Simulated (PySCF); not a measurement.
Method: PySCF with r2SCAN-D4/def2-TZVP. All species are isolated molecules in the gas phase. One relaxed conformer stands for a flexible species; it need not be the lowest. Excitations are Tamm–Dancoff values on a coarser integration grid. The basis has no diffuse functions, so Rydberg states are missing or too high.

Reference species (SMILES): `C/C=C\N` (neutral, multiplicity 1).

| Property | Result |
|---|---|
| brightest of the four lowest singlets (TDA) | 7.06 eV |
| HOMO | -4.78 eV |
| S1 oscillator strength | 0.007 |

Changed species: `C/C=C/N`.

Q: Predict the effect on the brightest of the four lowest singlets (TDA), HOMO and S1 oscillator strength.

A: the brightest of the four lowest singlets (TDA) falls by 0.07 eV, to 6.99 eV; the HOMO increases by 0.03 eV, to -4.75 eV; the S1 oscillator strength is nearly the same.
